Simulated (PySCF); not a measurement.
# One molecule, several mistakes: AlB2FH3

Calculated results; nothing here was measured. The program is PySCF 2.14.0, an open-source quantum chemistry code, run on an isolated molecule that a program drew, which may never have been made. The molecule is AlB2FH3 (charge 0, doublet), drawn as the SMILES string `B[B][AlH][F]`.

Each row is a Hartree-Fock (HF) and frozen-core CCSD(T) single point in the cc-pV(D+d)Z basis, meant for a local HF minimum. Run 1 is clean. Each other run has one planted mistake out of seven kinds, and not every kind appears here: one electron removed, one electron added, multiplicity raised by two, geometry at a saddle point, minimal basis STO-3G, one bond length entered in bohr, all coordinates scaled. The reference is restricted for singlets and unrestricted otherwise, and also for a bond in bohr. Adding or removing an electron swaps singlet and doublet. Electrons count all cores. HOMO and LUMO are orbital energies over both spins, the gradient is its largest component, and the lowest frequency (negative if imaginary) is given only where the gradient is small. Bond lengths are over the 6 bonds as drawn. T1 is the CCSD diagnostic: over 0.02 (restricted) or 0.045 (unrestricted) a single reference is doubtful.

Geometry of the clean run:
```xyz
7
AlB2FH3, angstrom
B     0.4221    2.0769    0.4924
B    -0.1675    0.5843    0.7657
Al   -0.8984   -1.3534    1.1019
F    -2.3579   -1.4839    1.8764
H     1.4772    2.2247   -0.0660
H    -0.1835    3.0545    0.8423
H    -0.1772   -2.6822    0.6808
```

| run | electrons | basis functions | <S^2> | HOMO (eV) | LUMO (eV) | gradient (hartree/bohr) | lowest frequency (cm^-1) | mean bond (Å) | longest bond (Å) | T1 | HF (hartree) | CCSD(T) (hartree) | mistake |
|---|---|---|---|---|---|---|---|---|---|---|---|---|---|
| 1 | 35 | 80 | 0.757 | -9.02 | 0.24 | 1.6e-05 | 117 | 1.5596 | 2.098 | 0.0178 | -392.46837 | -392.90414 | no fault |
| 2 | 35 | 80 | 3.759 | -8.31 | -1.51 | 2.1e-02 | - | 1.5596 | 2.098 | 0.0446 | -392.36041 | -392.79430 | multiplicity raised by two |
| 3 | 35 | 80 | 1.446 | -9.12 | 0.02 | 2.0e-02 | - | 1.7380 | 2.273 | 0.0642 | -392.35109 | -392.78975 | one bond length entered in bohr |
| 4 | 35 | 80 | 0.759 | -8.83 | 0.24 | 4.3e-02 | - | 1.6610 | 2.234 | 0.0196 | -392.44681 | -392.88786 | all coordinates scaled |
| 5 | 35 | 27 | 0.759 | -6.29 | 5.79 | 3.6e-02 | - | 1.5596 | 2.098 | 0.0212 | -387.46613 | -387.61192 | ? |

**Which mistake was planted in run 5, and what did it cost?**

It has 27 basis functions where the clean run has 80, with the same electrons and geometry. So the mistake is: minimal basis STO-3G. Subtracting run 1 and multiplying by 627.51 kcal/mol a hartree, the energy moved by 3139.0 kcal/mol in HF and 3320.9 kcal/mol in CCSD(T).

Cautions from the logs. Run 3: T1 is over the limit, so its CCSD(T) energy is less reliable.
